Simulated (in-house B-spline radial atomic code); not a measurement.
# RPA and G0W0 on SCAN: the molybdenum ion Mo⁺

Configuration [Kr] 4d5, highest spin, mean-field start SCAN. Computed with an all-electron radial atomic-structure program (B-spline basis): all electrons, scalar-relativistic (spin-free one-electron X2C), finite nucleus, each spin shell either full or empty, empty states to l = 9 with an (l + 1/2)⁻⁴ tail; G0W0 by contour deformation at full frequency.

Command:
```bash
python run_gw.py task.json out
```
Settings (radii: box in bohr, nucleus in fm):
```
Z                        42
electrons                41
configuration            [Kr] 4d5
hamiltonian              x2c
method                   scan,scan
lmax                     9
rms_radius               4.4091
spin_polarised           True
box_radius               23.78
intervals                70
```

Run time, properties included: 3.7 s on 1 thread of Arm Neoverse V2, with other jobs on the host.

Energies (hartree):

```tsv
term	value
mean-field total	-4048.46670
Hartree-Fock functional on these orbitals	-4045.99375
direct second order	-3.4408
second-order exchange	1.0093
SOSEX correction	0.93215
```

Q: What is the RPA correlation energy, and what remains with SOSEX?

A: RPA gives -3.0175 hartree (-2 eV per electron); RPA + SOSEX gives -2.0854, and the second-order doubles -2.4315 hartree (no singles). RPA lacks exchange-type terms and so overcorrelates at short range.

Quasi-particle levels (eV):

```csv
level,occupied,mean field,Σx - vxc,Σc,QP weight,G0W0
4d up,yes,-11.580,-4.81,?,?,?
5s up,no,-10.239,4.52,-1.71,0.910,-7.428
```

G0W0 = mean field + (Σx - vxc) + Σc, with Σc (partial-wave tail included) taken at the quasi-particle energy. Only the outer levels were computed. Levels of low weight are left out.

Q: Where does G0W0 put 4d up?

A: At -16.075 eV, with Σc = 0.31 eV and a quasi-particle weight of 0.824. The tabulated removal energy is 16.16 ± 0.12 eV (NIST, semi-empirical); the calculation leaves out spin-orbit coupling, Breit and QED terms, and what these don't explain is the method's own error.
